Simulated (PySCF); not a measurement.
## Electric field gradients and quadrupole coupling constants

Compound: C5H3FO.
Numbering: `[CH:1]#[C:2][C:3](=[O:4])/[CH:5]=[CH:6]/[F:7]` (hydrogens: H8 on C1; H9 on C5; H10 on C6)

Field gradients from the PBE0/pcSseg-1 density (PySCF, non-relativistic), principal values in atomic units, ordered |Vxx| ≤ |Vyy| ≤ |Vzz|:

```tsv
atom	Vxx	Vyy	Vzz
O4	0.6428	1.3093	-1.9521
```

**Question.** Find the asymmetry η = (Vxx − Vyy)/Vzz and the couplings χ = eQV/h (234.96 MHz × Q in barn × V in au), with Q(17O) = −0.0256 b.

**Answer.** 
```csv
atom,environment,nucleus,η,χzz (MHz),χxx (MHz),χyy (MHz)
O4,ketone oxygen,17O,0.34,11.74,-3.87,-7.88
```

**Question.** What is Vzz at O4 in SI units (1 au = 9.71736 × 10²¹ V/m²)?

**Answer.** -1.9521 au = -18.969 × 10²¹ V/m².

**Question.** And the gradient at the other heavy atoms, for which no coupling is worked out here?

**Answer.** 
| atom | environment | Vzz (au) | η |
| --- | --- | --- | --- |
| C1 | terminal alkyne carbon | -0.339 | 0.60 |
| C2 | alkyne carbon | -0.293 | 0.13 |
| C3 | ketone carbonyl carbon | 0.420 | 0.32 |
| C5 | alkene CH carbon | 0.177 | 0.54 |
| C6 | vinylic C–F carbon | -0.552 | 0.21 |
| F7 | vinyl fluorine | 2.873 | 0.28 |

Were the hydrogens deuterons (Q(2H) = 0.00286 b), χzz would run from 207 kHz (H10) to 261 kHz (H8).

One conformer (not necessarily the lowest) at the GFN2-xTB geometry, without solvent, vibrations or thermal averaging. GFN2-xTB bond lengths can be off by several hundredths of an ångström, more for odd bonds, and the gradients follow them. These gradients aren't converged with respect to the basis.

These values come from a run that also computed NMR shieldings. The run took 9.3 s of wall time on one thread, Arm Neoverse V2 (aarch64), shared host, and the process peaked at 0.63 GiB of memory.

The values belong to the conformer `[CH:1]#[C:2][C:3](=[O:4])/[CH:5]=[CH:6]/[F:7]`: C2–C3–C5–C6 180°.
